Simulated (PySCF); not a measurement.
**Removal energies of Br¹⁷⁺ from EOM-IP-GCCSD**

Reference: closed-shell Br¹⁷⁺, [Ar]; one electron is removed. Calculated with PySCF 2.14, two-component X2C-1e with screened spin-orbit coupling, an uncontracted even-tempered set (19 s from 0.54 bohr⁻², ratio 2.6; 14 p from 0.7 bohr⁻², ratio 2.6; 6 d from 0.72 bohr⁻², ratio 2.8; 3 f from 17 bohr⁻², ratio 2.8); frozen [Ne]; the 64 highest virtual spinors dropped; of the others 50 kept and the rest restored at second order. No Breit or QED terms. Binding energies in eV.

| level | Koopmans | second order | EOM-CCSD |
| --- | --- | --- | --- |
| 3s1/2 | 796.92 | 787.79 | 783.77 |
| 3p1/2 | 726.49 | 726.50 | 726.62 |
| 3p3/2 | 716.68 | 716.81 | 716.96 |

In EOM-CCSD the overlap with the one-orbital guess is low for 3s1/2 (weight 0.78). That can mean mixing with two-hole, one-particle states, where second order and EOM-CCSD lose accuracy, or only a rotation among the degenerate components of the shell; the terms of those configurations are not listed.

For comparison, the ionisation energy of Br¹⁷⁺ is 716.3 ± 2.3 eV (semi-empirical (NIST evaluation); NIST Atomic Spectra Database, ionization energies).
